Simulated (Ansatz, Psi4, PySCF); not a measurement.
H₃AsBFO, singlet, geometry from GFN2-xTB, atoms displaced at random by about 0.08 Å a coordinate. Base run: PBE/STO-3G, gradient (PySCF).

PySCF was given this input:
```python
from pyscf import gto, scf, dft

mol = gto.M(
    atom='''
B    -0.91467581    0.33726745    0.43248979
As    0.97227852   -0.31787747   -0.26781069
H     1.48395284   -0.46960940    0.92826810
H     1.56175368    1.06928320   -0.49368892
F    -1.59054727   -0.58339569    1.01809832
O    -1.60504060    1.51970714    0.11917409
H    -1.01637723    2.15626528   -0.41294854
''',
    basis='sto-3g',
    verbose=4,
)

mf = dft.RKS(mol)
mf.xc = 'pbe'
mf.kernel()
g = mf.nuc_grad_method()
grad = g.kernel()
```

Programs used: Ansatz (a program for electronic structure), Psi4, PySCF; a row that names a program was run with it.

The coordinate followed is x of atom 5.

The base run was repeated with changes; each row names its change, and settings that it needs were set with it.

```tsv
change	dE/dx (Eh/bohr)	net force (Eh/bohr)
base	0.035325	0.000442
finite difference step (bohr) = 1e-5; conv_tol = 1e-11	0.035558	-
code = psi4	0.035863	0.000249
conv_tol = 1e-11	0.035325	0.000442
finite difference step (bohr) = 0.2; conv_tol = 1e-11	0.036019	-
finite difference step (bohr) = 1e-4; conv_tol = 1e-11	0.035558	-
grids.level = 0; grid_response = on	…	0.000000
code = ansatz	0.035721	0.000000
finite difference step (bohr) = 0.05; conv_tol = 1e-11	0.035589	-
finite difference step (bohr) = 0.01; conv_tol = 1e-11	0.035559	-
conv_tol = 1e-6	0.035285	0.000442
density fitting = on	0.035324	0.000442
```

Q: Complete the blanks.

A: 
- grids.level = 0; grid_response = on, dE/dx (Eh/bohr): 0.051063

The net force is zero for an exact gradient.
